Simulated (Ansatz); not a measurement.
`[OH][Sn]([OH])([Cl])[Cl]` and `OC(O)(Cl)Cl` differ in one element.

Ansatz, PBE0-D4/def2-TZVP geometries, multiplicity 1. Each molecule was computed in one conformer, which needn't be the lowest.

Elements past krypton have def2 core potentials.

```tsv
property	`[OH][Sn]([OH])([Cl])[Cl]`
LUMO energy (PBE/def2-TZVPP) / eV	-3.35
HOMO–LUMO gap (PBE/def2-TZVPP) / eV	4.49
HOMO–LUMO gap (B3LYP/def2-TZVPP) / eV	6.43
LUMO energy (PBE0/def2-TZVPP) / eV	-2.41
HOMO energy (B3LYP/def2-TZVPP) / eV	-9.17
HOMO energy (ωB97M-V/def2-TZVPP) / eV	-11.78
```

Q: What does the change do to each property? (Best estimate.)

A: Ansatz gave: 
| property | `OC(O)(Cl)Cl` | shift |
| --- | --- | --- |
| LUMO energy (PBE/def2-TZVPP) / eV | -1.24 | 2.11 |
| HOMO–LUMO gap (PBE/def2-TZVPP) / eV | 6.02 | 1.53 |
| HOMO–LUMO gap (B3LYP/def2-TZVPP) / eV | 8.08 | 1.65 |
| LUMO energy (PBE0/def2-TZVPP) / eV | -0.12 | 2.29 |
| HOMO energy (B3LYP/def2-TZVPP) / eV | -8.50 | 0.67 |
| HOMO energy (ωB97M-V/def2-TZVPP) / eV | -11.07 | 0.71 |

With PBE0 the HOMO rises by 0.69 eV and the LUMO rises by 2.29 eV, so the gap widens by about 1.60 eV. PBE moves the HOMO by 0.57 eV and ωB97M-V by 0.71 eV.

B3LYP here is the variant with VWN-RPA as its local correlation; programs differ in this.
